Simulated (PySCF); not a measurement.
# Iron: highly charged ions in a basis for the neutral atom

Fe²³⁺ [He] 2s1, Fe²⁴⁺ 1s2. All numbers are calculated (PySCF 2.14, no relativity, point nucleus, in aug-cc-pVDZ). No spin-orbit coupling, so a gap to NIST mixes the basis error with missing relativistic terms.

Changed run: basis of the neutral atom used for a highly charged ion. This setting is unsound on purpose.

| species | method | sound run (hartree) | changed run (hartree) | converged |
| --- | --- | --- | --- | --- |
| Fe²³⁺ | UHF | not run | -733.80790 | yes |
| Fe²³⁺ | MN15 | not run | -733.80605 | yes |
| Fe²³⁺ | B3LYP | not run | -733.70185 | yes |
| Fe²⁴⁺ | UHF | not run | -659.84527 | yes |
| Fe²⁴⁺ | MN15 | not run | -659.81286 | yes |
| Fe²⁴⁺ | B3LYP | not run | -659.66800 | yes |

Ionisation energy of Fe²³⁺:

```
method  changed run (eV)  NIST (eV)
   UHF            2012.6     2045.8
  MN15            2013.5     2045.8
 B3LYP            2014.6     2045.8
```

The contracted functions were made for the neutral atom and can be too rigid for a highly charged ion.
